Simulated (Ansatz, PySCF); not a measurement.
Here is a job for Ansatz (a quantum-chemistry and plane-wave program).
Ansatz 0.2 input:
```yaml
crystal:
  periodic: [false, false, false]
  atoms:
    - {symbol: Al, position_ang: [0.19980914, -0.19312548, 0.17540542]}
    - {symbol: C, position_ang: [1.86426202, -0.01408556, -1.33131879]}
    - {symbol: H, position_ang: [2.71149304, -0.59501172, -0.98260111]}
    - {symbol: H, position_ang: [2.10194063, 1.04149136, -1.40422681]}
    - {symbol: H, position_ang: [1.47358845, -0.39396865, -2.26892868]}
    - {symbol: C, position_ang: [-1.33990430, -0.49273228, 1.79163399]}
    - {symbol: H, position_ang: [-2.20356044, -0.94327075, 1.31501834]}
    - {symbol: H, position_ang: [-1.57520826, 0.49218926, 2.17972022]}
    - {symbol: H, position_ang: [-0.91915931, -1.13736804, 2.55602788]}
    - {symbol: F, position_ang: [-0.81475103, 0.78749742, -0.71524128]}
basis:
  gaussian:
    orbitals: def2-SVPD
magnetization: {spin_polarized: true, initial_magnetization: 2}
correlation: {method: mp2, electrons: outside_noble_gas}
accuracy: high
```

### Question
Convert this to an input for PySCF.

### Answer
One answer among several that fit: 
```python
from pyscf import gto, scf, mp

mol = gto.Mole()
mol.atom = '''
    Al    0.19980914   -0.19312548    0.17540542
    C     1.86426202   -0.01408556   -1.33131879
    H     2.71149304   -0.59501172   -0.98260111
    H     2.10194063    1.04149136   -1.40422681
    H     1.47358845   -0.39396865   -2.26892868
    C    -1.33990430   -0.49273228    1.79163399
    H    -2.20356044   -0.94327075    1.31501834
    H    -1.57520826    0.49218926    2.17972022
    H    -0.91915931   -1.13736804    2.55602788
    F    -0.81475103    0.78749742   -0.71524128
'''
mol.basis = 'def2-svpd'
mol.spin = 2
mol.verbose = 3
mol.build()

mf = scf.UHF(mol)
mf.kernel()

pt = mp.MP2(mf, frozen=8)
pt.kernel()
print('E(MP2) = %.10f' % pt.e_tot)
```

Both were run: Ansatz gave -420.848146 Eh and PySCF -420.848146 Eh, 0.000 mEh apart.
